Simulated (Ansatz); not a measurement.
Reaction (ligand exchange at the Sc–C bond): `[CH3][Sc]([F])[F]` + HCl → `[F][Sc]([F])[Cl]` + CH₄

Computed with Ansatz on PBE0-D4/def2-TZVP structures; ΔE is electronic, products minus reactants. CCSD(T)/CBS is the MP2 limit (def2-TZVPP, def2-QZVPP) plus CCSD(T) − MP2 in def2-TZVPP, frozen cores. This one scheme is used for every species. Functionals use def2-TZVPP. For Sc outer-core shells are correlated without core-valence functions, which leaves a few kJ/mol of doubt a bond. Scalar relativity is left out up to krypton.

```json
{"level": "revPBE-D4", "ΔE (eV)": "-2.46"}
{"level": "HF/def2-QZVPP", "ΔE (eV)": "-2.69"}
{"level": "SCS-MP2/def2-QZVPP", "ΔE (eV)": "-2.51"}
{"level": "MP2/CBS(def2)", "ΔE (eV)": "-2.50"}
```

**Question.** What does CCSD(T)/CBS give? (An estimate is asked.)

**Answer.** Computed: -2.45 eV. The listed levels differ from it by -0.01, -0.24, -0.06, -0.05 eV.

Largest T1 diagnostic among the species: 0.016.

In def2-TZVPP, CCSD(T) changes the Hartree–Fock value by +0.20 eV (the triples alone add −0.00 eV) and MP2 by +0.15 eV. From BLYP to BHLYP (50 % exact exchange), in def2-TZVPP and without D4, ΔE moves by −0.07 eV.
